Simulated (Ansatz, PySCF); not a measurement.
W(O)2(Cl)(SH) (ClHO₂SW), SMILES [O]=[W](=[O])([SH])[Cl], multiplicity 1.

Geometry optimised at B3LYP-D3(BJ)/def2-SVP. The spin state was assumed, not searched. The structure was generated by enumeration; whether it is a known compound was not checked. The def2 effective core potentials stand for the cores of W; spin–orbit coupling is left out. One conformer was computed; it need not be the lowest.

Vertical ionisation energy (IE) and electron affinity (EA) in eV. Rows of orbital energies are one-electron estimates. Where ΔSCF, EOM or ADC give a negative EA the extra electron is unbound and the value depends on the basis.

```json
[
 {"level": "−ε(HOMO), −ε(LUMO), ωB97X/def2-TZVP (PySCF)", "IE": "11.08", "EA": "1.19"},
 {"level": "−ε(HOMO), −ε(LUMO), PBE/def2-TZVP (PySCF)", "IE": "7.53", "EA": "3.79"},
 {"level": "ΔSCF, CAM-B3LYP/def2-SVPD (Ansatz), final states of multiplicity 2 and 2", "IE": "?", "EA": "?"},
 {"level": "ΔSCF, PBE/def2-SVPD (Ansatz), final states of multiplicity 2 and 2", "IE": "10.57", "EA": "1.16"}
]
```

Question: What belongs in the gaps? (Estimate from the structure and the level; the computed values follow.)

Answer: 
- ΔSCF, CAM-B3LYP/def2-SVPD (Ansatz, a first-principles code), final states of multiplicity 2 and 2, IE: 10.94
- ΔSCF, CAM-B3LYP/def2-SVPD (Ansatz), final states of multiplicity 2 and 2, EA: 1.71

Question: What vertical singlet–triplet gap does ΔSCF give with CAM-B3LYP/def2-SVPD (Ansatz) and with PBE/def2-SVPD (Ansatz)? (An estimate is asked for; the answer gives what the named calculation found.)

Answer: 3.77 and 3.81 eV (triplet above singlet where positive).
